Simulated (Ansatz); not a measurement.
Abridged output of a molecular run in Ansatz:

```
Functional definition: HF
1900 factors; integrals over basis functions are off by at most 8.7e-4 eV
mean field evaluation 1: about -21521.0024 eV, gradient 5.9e1 eV
mean field evaluation 2: about -21521.1117 eV, gradient 5.9e1 eV
mean field evaluation 4: about -21527.2524 eV, gradient 4.2e0 eV
mean field evaluation 8: about -21527.3199 eV, gradient 5.1e-1 eV
mean field -21527.32083046 eV, -791.1144487773 hartree, gradient 2.4e-6 eV, S^2 0.000000; 0 other end points of the search recorded, 0 dependent functions left out
10 core orbitals not correlated: weight in the atoms' cores, before any rotation towards them, 1.000 or more for the frozen orbitals, at most 0.000 for the correlated occupied ones
reference -21527.32083046 eV, -791.1144487773 hartree; 30, 30 occupied and 206, 206 virtual orbitals, 1900 factors
second order -49.66579655 eV of doubles, -0.00000000 eV of singles
cycle   1  -46.37642280 eV  change     3.3e0 eV  update   1.9e-1
cycle   2  -47.51519832 eV  change    -1.1e0 eV  update   8.3e-2
cycle   3  -47.84501634 eV  change   -3.3e-1 eV  update   3.4e-2
cycle   4  -47.79500071 eV  change    5.0e-2 eV  update   1.2e-2
cycle   5  -47.78224515 eV  change    1.3e-2 eV  update   3.9e-3
cycle   6  -47.78620047 eV  change   -4.0e-3 eV  update   1.2e-3
cycle   7  -47.78626824 eV  change   -6.8e-5 eV  update   4.6e-4
cycle   8  -47.78573983 eV  change    5.3e-4 eV  update   1.9e-4
cycle   9  -47.78580557 eV  change   -6.6e-5 eV  update   7.3e-5
cycle  10  -47.78594684 eV  change   -1.4e-4 eV  update   3.1e-5
cycle  11  -47.78586398 eV  change    8.3e-5 eV  update   1.3e-5
cycle  12  -47.78587610 eV  change   -1.2e-5 eV  update   5.7e-6
perturbative correction -1.58430894 eV, -0.0582222797 hartree
Total energy: -21576.69101551 eV, -792.9287696134 hartree
```

Its atoms:

```xyz
7

O    -1.254    0.279   -1.130
Zr    0.320    0.108   -0.103
O    -0.047   -0.720    1.553
I     2.110   -1.426   -1.480
I     1.346    2.595    0.361
H    -2.111    0.308   -1.548
H    -0.365   -1.143    2.346
```

Problem. Which basis set was used?
A. cc-pV(D+d)Z
B. def2-QZVPP
C. def2-TZVPPD
D. def2-TZVPP

Solution. D. It gives 246 functions.

Problem. Write the keys of the input that set method, charge and spin (a neutral closed shell needs none for the last two).

Solution. 
```yaml
correlation: {method: ccsd_t}
```
